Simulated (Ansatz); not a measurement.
Ansatz (an electronic-structure program) input (MP2/6-31G* with LANL2DZ past Ar): The .json file joins the Basis Set Exchange's 6-31G* for atoms up to Ar and LANL2DZ past it.

Ansatz 0.2 input:
```yaml
crystal:
  periodic: [false, false, false]
  atoms:
    - {symbol: Ag, position_ang: [-0.00000000, -0.00000000, -0.32092593]}
    - {symbol: F, position_ang: [0.00000000, 0.00000000, 1.67594652]}
basis:
  gaussian:
    orbitals: 6-31Gs+LANL2DZ.json
magnetization: {spin_polarized: false}
correlation: {method: mp2, electrons: outside_noble_gas}
relax: {f_tol: 0.003, max_steps: 120}
```

Output:

```
Functional definition: HF
these checks for a lower state are left out or cut short: cluster_reference
integrals: 0.01 GiB planned
462 factors; integrals over basis functions are off by at most 1.7e-4 eV
mean field: 0.06 GiB planned
mean field evaluation 1: about -6645.3707 eV, gradient 3.6e1 eV
mean field evaluation 2: about -6645.3794 eV, gradient 3.6e1 eV
mean field evaluation 4: about -6647.8052 eV, gradient 1.9e0 eV
mean field evaluation 8: about -6647.8179 eV, gradient 3.7e-2 eV
mean field -6647.81795642 eV, -244.3028038456 hartree, gradient 2.8e-6 eV, S^2 0.000000; 0 other end points of the search recorded, 0 dependent functions left out
5 core orbitals not correlated
reference -6647.81795642 eV, -244.3028038456 hartree; 9, 9 occupied and 23, 23 virtual orbitals, 462 factors
densities: 0.05 GiB planned
second order -6.84723324 eV of doubles, -0.00000000 eV of singles
the calculation of the forces begins
relax step   1: F+E_penalty+E_count = -6654.66518966 eV  Δ(F+E_penalty+E_count) = +0.000e0 eV  max|allowed force component| = 8.569e-2 eV/Å  Δτ_max = 0.0000 Å  (41 SCF iters, accepted)
these checks for a lower state are left out or cut short: starts, cluster_reference, orbital_swaps, neighbouring_geometries, increment
integrals: 0.01 GiB planned
462 factors; integrals over basis functions are off by at most 1.7e-4 eV
mean field: 0.06 GiB planned
mean field evaluation 16: about -6647.8055 eV, gradient 1.4e-1 eV
mean field -6647.81900846 eV, -244.3028425073 hartree, gradient 2.5e-6 eV, S^2 0.000000; 0 other end points of the search recorded, 0 dependent functions left out
5 core orbitals not correlated
reference -6647.81900846 eV, -244.3028425073 hartree; 9, 9 occupied and 23, 23 virtual orbitals, 462 factors
densities: 0.05 GiB planned
second order -6.84640385 eV of doubles, -0.00000000 eV of singles
the calculation of the forces begins
relax step   2: F+E_penalty+E_count = -6654.66541231 eV  Δ(F+E_penalty+E_count) = -2.227e-4 eV  max|allowed force component| = 2.209e-2 eV/Å  Δτ_max = 0.0021 Å  (40 SCF iters, accepted)
these checks for a lower state are left out or cut short: starts, cluster_reference, orbital_swaps, neighbouring_geometries, increment
integrals: 0.01 GiB planned
462 factors; integrals over basis functions are off by at most 1.7e-4 eV
mean field: 0.06 GiB planned
mean field evaluation 32: about -6647.8193 eV, gradient 9.9e-7 eV
mean field -6647.81931128 eV, -244.3028536358 hartree, gradient 9.9e-7 eV, S^2 0.000000; 0 other end points of the search recorded, 0 dependent functions left out
5 core orbitals not correlated
reference -6647.81931128 eV, -244.3028536358 hartree; 9, 9 occupied and 23, 23 virtual orbitals, 462 factors
densities: 0.05 GiB planned
second order -6.84611712 eV of doubles, -0.00000000 eV of singles
the calculation of the forces begins
relax step   3: F+E_penalty+E_count = -6654.66542840 eV  Δ(F+E_penalty+E_count) = -1.609e-5 eV  max|allowed force component| = 1.301e-4 eV/Å  Δτ_max = 0.0007 Å  (32 SCF iters, accepted)
these checks for a lower state are left out or cut short: cluster_reference
integrals: 0.01 GiB planned
462 factors; integrals over basis functions are off by at most 1.7e-4 eV
mean field: 0.06 GiB planned
mean field -6647.81931128 eV, -244.3028536358 hartree, gradient 9.9e-7 eV, S^2 0.000000; 1 other end points of the search recorded, 0 dependent functions left out
5 core orbitals not correlated
reference -6647.81931128 eV, -244.3028536358 hartree; 9, 9 occupied and 23, 23 virtual orbitals, 462 factors
densities: 0.05 GiB planned
second order -6.84611712 eV of doubles, -0.00000000 eV of singles
the calculation of the forces begins
Total energy: -6654.66542840 eV, -244.5544437995 hartree
Atom 0 at     0.000000     0.000000    -0.323722 Å, force     0.000000    -0.000000    -0.000130 eV/Å
Atom 1 at    -0.000000    -0.000000     1.678743 Å, force     0.000000     0.000000     0.000130 eV/Å
Dipole moment:     0.000000     0.000000    -1.277761 e Å
Checks for a lower state left out: cluster_reference
```

The geometry given is a B3LYP-D3(BJ)/def2-TZVP minimum.
